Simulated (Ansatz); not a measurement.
`CC[Si]Br` → `C[Si]Br` + `[CH2]` (triplet) at 298.15 K and 1 bar (formal loss of a carbene).

Gas-phase electronic energies from Ansatz, PBE0-D4/def2-TZVP geometries. CCSD(T)/CBS is the MP2 limit (def2-TZVPP, def2-QZVPP) plus CCSD(T) − MP2 in def2-TZVPP, frozen cores. This one scheme is used for every species. Triplets are unrestricted, without spin–orbit coupling. For Br outer-core shells are correlated without core-valence functions, which leaves a few kJ/mol of doubt a bond. Scalar relativity is left out up to krypton. Each species was taken in one conformer, which may not be the lowest.

```
          species  CCSD(T)/CBS energy (Eh)  H − E (kJ/mol)  S (J/(mol·K))
       `CC[Si]Br`              -2941.51653           190.5          345.0
        `C[Si]Br`              -2902.25975           111.1          309.6
`[CH2]` (triplet)                -39.09499            55.4          195.3
```

H − E and S are ideal-gas, rigid-rotor, harmonic terms from PBE0-D4/def2-TZVP, for one conformer and one mirror image of each species, with the whole ground term of open shells counted as degenerate. 1 Eh = 2625.50 kJ/mol, R = 8.31446 J/(mol·K).

Q: By hand: ΔE, ΔH, ΔS and ΔG.

A: ΔE = (-2902.25975) + (-39.09499) − (-2941.51653) = 0.16179 Eh = 424.8 kJ/mol. Δ(H − E) = 111.1 + 55.4 − 190.5 = -24.0, so ΔH = 400.8 kJ/mol. ΔS = 309.6 + 195.3 − 345.0 = 159.9 J/(mol·K). ΔG = 400.8 − 298.15 × (159.9)/1000 = 353.1 kJ/mol.

Q: By hand: the equilibrium constant, and the temperature at which ΔG would vanish if ΔH and ΔS stayed fixed.

A: log₁₀ K = −ΔG/(RT ln 10) = -61.9. ΔG = 0 at ΔH/ΔS = 2507 K, far beyond where these terms or the molecules hold.

The number of gas molecules changes by +1, which sets the sign of ΔS. A doubt of 5 kJ/mol in ΔE shifts log₁₀ K by 0.9 here. Other conformers and mirror images would add mixing entropy, several J/(mol·K) or more a flexible species. Modes under 60 cm⁻¹, often nearly free rotors, make the harmonic entropy too high. A triplet takes part, so the spin changes. These are equilibria of isolated gas molecules and say nothing of rates. Largest T1 diagnostic: 0.011 (customary marks: 0.02 for closed shells, 0.045 for open ones).
